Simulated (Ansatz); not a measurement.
Reaction (ligand exchange at the Si–C bond): `FC([SiH3])Cl` + `SC1CO1` → `[SiH3]SC1CO1` + `FCCl`

Program: Ansatz. Geometries: PBE0-D4/def2-TZVP. ΔE: electronic, gas phase. CCSD(T)/CBS is the MP2 limit (def2-TZVPP, def2-QZVPP) plus CCSD(T) − MP2 in def2-TZVPP, frozen cores. This one scheme is used for every species. DFT in def2-TZVPP. One conformer a species, not always the lowest.

```json
{"level": "PBE-D4", "ΔE (kcal/mol)": "-18.9"}
{"level": "PBE0-D4", "ΔE (kcal/mol)": "-19.9"}
{"level": "ωB97M-V", "ΔE (kcal/mol)": "-18.5"}
{"level": "B2PLYP", "ΔE (kcal/mol)": "-19.0"}
{"level": "MP2/def2-TZVPP", "ΔE (kcal/mol)": "-20.3"}
{"level": "HF/def2-QZVPP", "ΔE (kcal/mol)": "-20.3"}
{"level": "MP2/def2-QZVPP", "ΔE (kcal/mol)": "-20.4"}
{"level": "CCSD/CBS(def2)", "ΔE (kcal/mol)": "-19.1"}
```

Q: What does CCSD(T)/CBS give? (Estimate.)

A: Computed: -19.1 kcal/mol. The listed levels differ from it by 0.2, -0.8, 0.6, 0.1, -1.2, -1.2, -1.3, 0.0 kcal/mol.

Largest T1 diagnostic among the species: 0.012.

From PBE to PBE0 (25 % exact exchange), in def2-TZVPP and without D4, ΔE moves by −1.0 kcal/mol.
